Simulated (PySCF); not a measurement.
Caution: the highest occupied level lies above zero, so the state may not be bound. This triplet lies within 0.05 eV of the relaxed singlet at the level B3LYP-D3(BJ)/def2-TZVPD (PySCF).

B3LYP has the VWN-RPA correlation part, as in Gaussian. 

# C₂H₃BCl, SMILES `C=C[B-]Cl` (near-degenerate triplet; C–C–B–Cl torsion 180°) (charge -1, multiplicity 3)

All values below come from B3LYP-D3(BJ)/def2-TZVPD in PySCF 2.14.0.

```
Property                                               Value
-----------------------------  -----------------------------
highest occupied spin orbital                        1.15 eV
total energy                                    -563.1160 Ha
cost                           very roughly 110 core-seconds
```

```xyz
7

C     -1.2030    -0.3003     0.0248
C      0.0893     0.2056    -0.0281
B      1.3882    -0.4952     0.0925
Cl     3.0384     0.3196     0.0004
H     -1.3919    -1.3587     0.1745
H     -2.0738     0.3388    -0.0806
H      0.1529     1.2902    -0.1835
```
Charge -1, spin multiplicity 3.
